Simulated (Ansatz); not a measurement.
Geometry optimisation, Ansatz, RKS PBE0/def2-SVP.

Input:

```yaml
crystal:
  periodic: [false, false, false]
  atoms:
    - { symbol: Ga, position_ang: [-0.065087, -0.583346, -0.503735] }
    - { symbol: "N", position_ang: [0.274136, -0.092036, 2.550448] }
    - { symbol: H, position_ang: [-0.529186, 0.14722, 3.129058] }
    - { symbol: H, position_ang: [1.056976, 0.49759, 2.835104] }
    - { symbol: Cl, position_ang: [1.67111, 0.436844, -1.331264] }
    - { symbol: H, position_ang: [-1.412728, 0.144058, -0.832508] }
    - { symbol: Si, position_ang: [0.378517, -2.614344, 0.587364] }
    - { symbol: H, position_ang: [0.352468, -3.840026, -0.286036] }
    - { symbol: H, position_ang: [1.746905, -2.525201, 1.209413] }
    - { symbol: H, position_ang: [-0.608952, -2.840172, 1.699221] }
    - { symbol: H, position_ang: [0.522041, -1.075889, 2.766937] }
basis:
  gaussian: { orbitals: def2-SVP }
hamiltonian:
  xc: pbe0
relax:
  f_tol: 0.03
  max_steps: 50
```

Launched with:

```bash
$ ansatz run input.yaml --threads 4 --pin off --max-ram 5120MiB --backend cpu --events-out ev --progress --plain --runs-dir out
```

Where does it end, and by what steps?

It converged. After 9 steps the energy has fallen by 0.826 eV; H4 moved furthest, 0.91 Å. Joined: Ga1–N2 (3.11 → 2.14 Å).

```json
{"step": "0", "energy less start (eV)": "0.0000", "largest force component (eV/Å)": "0.855", "accepted": "yes"}
{"step": "1", "energy less start (eV)": "-0.1757", "largest force component (eV/Å)": "1.122", "accepted": "yes"}
{"step": "2", "energy less start (eV)": "-0.4224", "largest force component (eV/Å)": "1.135", "accepted": "yes"}
{"step": "3", "energy less start (eV)": "-0.6285", "largest force component (eV/Å)": "1.075", "accepted": "yes"}
{"step": "4", "energy less start (eV)": "-0.7345", "largest force component (eV/Å)": "1.042", "accepted": "yes"}
{"step": "5", "energy less start (eV)": "-0.7862", "largest force component (eV/Å)": "0.492", "accepted": "yes"}
{"step": "6", "energy less start (eV)": "-0.8090", "largest force component (eV/Å)": "0.229", "accepted": "yes"}
{"step": "7", "energy less start (eV)": "-0.8223", "largest force component (eV/Å)": "0.096", "accepted": "yes"}
{"step": "8", "energy less start (eV)": "-0.8246", "largest force component (eV/Å)": "0.052", "accepted": "yes"}
{"step": "9", "energy less start (eV)": "-0.8257", "largest force component (eV/Å)": "0.018", "accepted": "yes"}
```

```xyz
11
Properties=species:S:1:pos:R:3
Ga -0.028 -0.630 0.260
N 0.253 0.204 2.211
H -0.580 0.638 2.609
H 0.951 0.935 2.046
Cl 1.709 0.496 -0.552
H -1.404 0.024 -0.135
Si 0.392 -2.985 0.558
H 0.351 -3.745 -0.731
H 1.732 -3.232 1.186
H -0.626 -3.609 1.470
H 0.637 -0.442 2.901
```

Run time: 25 s on 4 threads of Arm Neoverse V1 (shared host), peak memory 0.3 GiB.
